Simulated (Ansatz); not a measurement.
FGeH5OSi, SMILES `F[SiH2][O][GeH3]`. The species carries charge 0 and has multiplicity 1. Correlated methods include outer-core shells of Ge, which these sets cover unevenly. Scalar relativity is left out up to krypton.

| atom | x (Å) | y (Å) | z (Å) |
| --- | --- | --- | --- |
| F1 | -0.485 | -2.324 | -0.086 |
| Si2 | 0.777 | -1.342 | -0.054 |
| O3 | 0.358 | 0.126 | -0.576 |
| Ge4 | -0.719 | 1.433 | -0.020 |
| H5 | 1.796 | -1.895 | -0.969 |
| H6 | 1.230 | -1.304 | 1.358 |
| H7 | -0.819 | 1.351 | 1.512 |
| H8 | -2.084 | 1.219 | -0.686 |
| H9 | -0.054 | 2.735 | -0.479 |

**Question.** Give the diagnostics of a CCSD(T)/def2-TZVPP run (frozen core, the Gaussian-basis code of Ansatz). (Estimate.)

**Answer.** Ansatz gave: T1 = 0.0119, largest single amplitude 0.013, largest double 0.017, (T) share of the correlation energy 3.1 %, 9 CCSD cycles. The RHF solution is stable towards an unrestricted one. T1 lies under the customary mark of 0.02 for closed shells.
